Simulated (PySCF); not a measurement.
# UHF on Ge (germanium, neutral)

Configuration: [Ar] 3d10 4s1 4p2 4d1, one real determinant (an excited configuration). All numbers are calculated (PySCF 2.14, a scalar-relativistic core potential, in aug-cc-pVQZ-PP with ECP10MDF (7s6p5d3f2g, 89 functions)).

| Quantity | Value |
| --- | --- |
| Total energy | -292.955098 hartree |
| One-electron energy | -518.1193 hartree |
| Hartree (Coulomb) energy | 248.8318 hartree |
| Exchange energy | -23.6676 hartree |
| ⟨S²⟩ | 6.0017 |
| ⟨L²⟩ | 7.992 |
| Sum of ⟨r⟩ | 25.46 bohr |
| Sum of ⟨r²⟩ | 69.47 bohr² |
| Traceless quadrupole moment −½Σ⟨3z² − r²⟩ along its main axis | -5.64 e·bohr² |

| shell | electrons | mean orbital energy (eV) | spread (eV) | rms radius, mean of both spins (bohr) |
| --- | --- | --- | --- | --- |
| 3s α | 1 | -205.81 | 0 | 0.670 |
| 3s β | 1 | -205.04 | 0 | 0.670 |
| 3p α | 3 | -149.05 | 0.056 | 0.701 |
| 3p β | 3 | -148.55 | 0.474 | 0.701 |
| 3d α | 5 | -49.370 | 0.384 | 0.806 |
| 3d β | 5 | -49.010 | 0.494 | 0.806 |
| 4s α | 1 | -22.956 | 0 | 2.22 |
| 4p α | 2 | -12.375 | 0 | 2.71 |
| 4d α | 1 | -1.435 | 0 | 6.28 |

⟨L²⟩ = 7.99 against 12 for a pure F term, so this real determinant mixes terms. Energies and moments cover only the electrons outside the core potential. The outer electron is Rydberg-like, and this basis confines it to a smaller radius and binds it less than a complete one would.
